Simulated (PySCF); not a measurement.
A TDDFT job was run through a driver script with this input:

```
{"job": {"kind": "uv", "xc": "CAM-B3LYP", "basis": "def2-SVPD", "nstates": 8, "ntriplets": 3}, "charge": 0, "multiplicity": 1}
C     -2.205768     0.178492    -0.153590
O     -1.062199    -0.645826    -0.282519
C      0.102715    -0.065104    -0.010740
N      0.207185     1.182733     0.352003
Se     1.908070     1.629790     0.634242
C      2.428314    -0.083387     0.196230
C      1.324929    -0.810999    -0.110865
F      1.344220    -2.098386    -0.473592
H     -3.057197    -0.448125    -0.408572
H     -2.294809     0.551318     0.869202
H     -2.140195     1.032272    -0.831662
H      3.445933    -0.423465     0.193836
```

The calculation used TDDFT CAM-B3LYP/def2-SVPD, vertical, gas phase, core orbitals frozen in the response in PySCF. Job line and output are in the format of a driver script around the code.

**Question.** Give the output without the SCF cycles.

**Answer.** 
```
converged SCF energy = -2785.5731993884

Static polarisability (au): isotropic 81.564, principal 55.270 82.509 106.912

Singlet excitations
state   eV       nm        f      main configurations
  1   4.6855    264.6   0.00004   H->L+1 0.89
  2   5.0508    245.5   0.17657   H->L 0.95
  3   5.9363    208.9   0.00367   H-2->L 0.59, H-1->L+1 0.18, H->L+2 0.15
  4   6.0359    205.4   0.00161   H->L+2 0.47, H-2->L 0.34, H-1->L+1 0.09
  5   6.1235    202.5   0.02648   H-1->L 0.92
  6   6.1332    202.2   0.00006   H-1->L+1 0.63, H->L+2 0.24
  7   6.4503    192.2   0.03352   H->L+3 0.84
  8   6.7917    182.6   0.04523   H-2->L+1 0.86

Triplet excitations (Tamm-Dancoff, eV): 3.6815 4.0792 4.2525
```

The structure is a single GFN2-xTB conformer in the gas phase; no vibrational or solvent corrections. Relativistic effects, spin–orbit coupling among them, are left out although an element past zinc is present.

H and L stand for HOMO and LUMO.

Conformer computed: `[CH3:1][O:2][c:3]1[n:4][se:5][cH:6][c:7]1[F:8]`: C1–O2–C3–N4 0°.
